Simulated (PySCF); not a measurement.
In(Br)(OH)(NH2) (BrH3InNO), SMILES [OH][In]([NH2])[Br]. Atoms are numbered in the order given.

```xyz
7

In     0.5563     0.3770     0.1529
Br    -1.4421    -1.0195    -0.4321
O      0.6675     2.2061    -0.6481
H     -0.0768     2.3774    -1.2429
N      1.8823    -0.2439     1.5654
H      2.8185     0.1464     1.4574
H      1.9594    -1.2576     1.6441
```
Charge 0, spin multiplicity 1.

Coordinates come from a B3LYP-D3(BJ)/def2-SVP optimisation. The structure was generated by enumeration; whether it is a known compound was not checked. The def2 effective core potentials stand for the cores of In; spin–orbit coupling is left out. One conformer was computed; it need not be the lowest.

Level of theory: B3LYP-D3(BJ)/def2-SVP (PySCF).

Frequencies are harmonic and unscaled.

Computed vibrational spectrum:
| mode | ν (cm⁻¹) | IR (km/mol) | Raman (Å⁴/amu) | depolarisation | moving atoms (share of kinetic energy) |
|---|---|---|---|---|---|
| 1 | 89 | 5.4 | 3.0 | 0.75 | N 38 %, In 19 %, Br 16 %, O 14 %, H 13 % |
| 2 | 113 | 11.0 | 3.5 | 0.64 | O 54 %, N 20 %, H 15 % |
| 3 | 120 | 11.4 | 0.7 | 0.44 | In 34 %, O 28 %, N 25 %, H 9 % |
| 4 | 230 | 16.8 | 3.5 | 0.26 | H 73 %, Br 13 % |
| 5 | 246 | 40.4 | 6.0 | 0.16 | Br 48 %, In 29 %, H 20 % |
| 6 | 278 | 95.3 | 0.8 | 0.61 | H 94 % |
| 7 | 458 | 131.8 | 20.5 | 0.09 | H 55 %, N 42 % |
| 8 | 593 | 59.1 | 22.8 | 0.13 | O 65 %, H 14 %, N 14 % |
| 9 | 628 | 39.3 | 8.8 | 0.66 | N 38 %, H 25 %, O 21 %, In 15 % |
| 10 | 798 | 1.8 | 0.1 | 0.71 | H 92 % |
| 11 | 838 | 127.8 | 1.7 | 0.74 | H 92 % |
| 12 | 1520 | 9.4 | 3.1 | 0.60 | H 91 %, N 9 % |
| 13 | 3511 | 19.5 | 198.0 | 0.11 | H 96 % |
| 14 | 3614 | 19.0 | 109.5 | 0.74 | H 91 %, N 9 % |
| 15 | 3820 | 58.0 | 117.8 | 0.26 | H 94 % |
